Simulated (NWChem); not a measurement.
The numbers come from NWChem runs, not from measurements. System: dimethoxyethane (C$_{4}$H$_{10}$O$_{2}$), charge 0, spin multiplicity 1, at a geometry optimised with PBE0/def2-SVP. Level: BHandHLYP/def2-SVP.

Job file:

```
start mol
memory heap 200 mb stack 900 mb global 1100 mb
geometry units angstroms nocenter noautoz
  C     -2.709175    -0.250407     0.445319
  O     -1.424483     0.269360     0.327076
  C     -0.700733    -0.275909    -0.732412
  C      0.700733     0.275909    -0.732412
  O      1.424483    -0.269360     0.327076
  C      2.709175     0.250407     0.445319
  H     -3.320510    -0.067805    -0.462496
  H     -3.198502     0.242883     1.297082
  H     -2.701876    -1.343449     0.631150
  H     -1.181246    -0.038050    -1.705746
  H     -0.649035    -1.381733    -0.654041
  H      1.181246     0.038050    -1.705746
  H      0.649035     1.381733    -0.654041
  H      3.320510     0.067805    -0.462496
  H      2.701876     1.343449     0.631150
  H      3.198502    -0.242883     1.297082
  symmetry group C2
end
basis spherical
  * library def2-svp
end
dft
  xc bhlyp
  semidirect memsize 60000000 filesize 0
  iterations 100
end
task dft energy
```

Part of the output:

```
             Northwest Computational Chemistry Package (NWChem) 7.3.0
             --------------------------------------------------------

                                NWChem Input Module
                                -------------------

 Scaling coordinates for geometry "geometry" by  1.889725989
 (inverse scale =  0.529177249)

 Turning off AUTOSYM since
 SYMMETRY directive was detected!

                             Geometry "geometry" -> ""
                             -------------------------

 Output coordinates in angstroms (scale by  1.889725989 to convert to a.u.)

  No.       Tag          Charge          X              Y              Z
 ---- ---------------- ---------- -------------- -------------- --------------
    1 C                    6.0000    -2.70917500    -0.25040700     0.44531900
    2 O                    8.0000    -1.42448300     0.26936000     0.32707600
    3 C                    6.0000    -0.70073300    -0.27590900    -0.73241200
    4 C                    6.0000     0.70073300     0.27590900    -0.73241200
    5 O                    8.0000     1.42448300    -0.26936000     0.32707600
    6 C                    6.0000     2.70917500     0.25040700     0.44531900
    7 H                    1.0000    -3.32051000    -0.06780500    -0.46249600
    8 H                    1.0000    -3.19850200     0.24288300     1.29708200
    9 H                    1.0000    -2.70187600    -1.34344900     0.63115000
   10 H                    1.0000    -1.18124600    -0.03805000    -1.70574600
   11 H                    1.0000    -0.64903500    -1.38173300    -0.65404100
   12 H                    1.0000     1.18124600     0.03805000    -1.70574600
   13 H                    1.0000     0.64903500     1.38173300    -0.65404100
   14 H                    1.0000     3.32051000     0.06780500    -0.46249600
   15 H                    1.0000     2.70187600     1.34344900     0.63115000
   16 H                    1.0000     3.19850200    -0.24288300     1.29708200

 Effective nuclear repulsion energy (a.u.)     257.7138814885

            Nuclear Dipole moment (a.u.)
[...]
              MO Center= -3.0D-13, -8.0D-15,  4.1D-02, r^2= 4.5D+00
   Bfn.  Coefficient  Atom+Function         Bfn.  Coefficient  Atom+Function
  ----- ------------  ---------------      ----- ------------  ---------------
    19      0.272190   2 O  py               61      0.272190   5 O  py
    20     -0.262218   2 O  pz               62      0.262218   5 O  pz
    22      0.211646   2 O  py               64      0.211646   5 O  py
    23     -0.204753   2 O  pz               65      0.204753   5 O  pz
   100     -0.137865  10 H  s               110      0.137865  12 H  s

 Vector   26  Occ=0.000000D+00  E= 9.820929D-02  Symmetry=a
              MO Center=  2.4D-16, -1.1D-15, -9.5D-01, r^2= 9.1D+00
   Bfn.  Coefficient  Atom+Function         Bfn.  Coefficient  Atom+Function
  ----- ------------  ---------------      ----- ------------  ---------------
    31      1.076033   3 C  s                45      1.076033   4 C  s
     3      0.922585   1 C  s                73      0.922585   6 C  s
   101     -0.899045  10 H  s               111     -0.899045  12 H  s
   106     -0.600429  11 H  s               116     -0.600429  13 H  s
    86     -0.578741   7 H  s               121     -0.578741  14 H  s

 Vector   27  Occ=0.000000D+00  E= 1.054022D-01  Symmetry=b
              MO Center=  4.5D-15, -1.2D-15, -5.1D-02, r^2= 1.3D+01
   Bfn.  Coefficient  Atom+Function         Bfn.  Coefficient  Atom+Function
  ----- ------------  ---------------      ----- ------------  ---------------
     3      1.546886   1 C  s                73     -1.546886   6 C  s
    31      0.881889   3 C  s                45     -0.881889   4 C  s
    96     -0.815638   9 H  s               126      0.815638  15 H  s
    86     -0.778674   7 H  s               121      0.778674  14 H  s
    91     -0.595217   8 H  s               131      0.595217  16 H  s

 Vector   28  Occ=0.000000D+00  E= 1.339404D-01  Symmetry=a
              MO Center= -5.8D-15, -6.4D-16, -1.4D-01, r^2= 1.3D+01
   Bfn.  Coefficient  Atom+Function         Bfn.  Coefficient  Atom+Function
  ----- ------------  ---------------      ----- ------------  ---------------
     3      1.702707   1 C  s                73      1.702707   6 C  s
    31     -0.955306   3 C  s                45     -0.955306   4 C  s
    91     -0.876466   8 H  s               101      0.876686  10 H  s
   111      0.876686  12 H  s               131     -0.876466  16 H  s
    96     -0.742558   9 H  s               126     -0.742558  15 H  s

 center of mass
 --------------
 x =   0.00000000 y =   0.00000000 z =   0.03715281

 moments of inertia (a.u.)
 ------------------
         162.995795899657         -59.814650018026           0.000000000000
         -59.814650018026        1237.168034124982          -0.000000000000
           0.000000000000          -0.000000000000        1168.949870834173

     Multipole analysis of the density
     ---------------------------------

     L   x y z        total         alpha         beta         nuclear
     -   - - -        -----         -----         ----         -------
     0   0 0 0      0.000000    -25.000000    -25.000000     50.000000

     1   1 0 0     -0.000000     -0.000000     -0.000000      0.000000
     1   0 1 0     -0.000000     -0.000000     -0.000000      0.000000
     1   0 0 1     -0.557798     -0.278897     -0.278897     -0.000004

     2   2 0 0    -23.295742   -345.864045   -345.864045    668.432348
     2   1 1 0      1.967501    -21.087845    -21.087845     44.143191
     2   1 0 1     -0.000000     -0.000000     -0.000000     -0.000000
     2   0 2 0    -28.777530    -32.931495    -32.931495     37.085459
     2   0 1 1     -0.000000     -0.000000     -0.000000      0.000000
     2   0 0 2    -28.011291    -52.916896    -52.916896     77.822500

 Task  times  cpu:        7.9s     wall:        7.9s

 Total times  cpu:        8.0s     wall:        8.0s
```
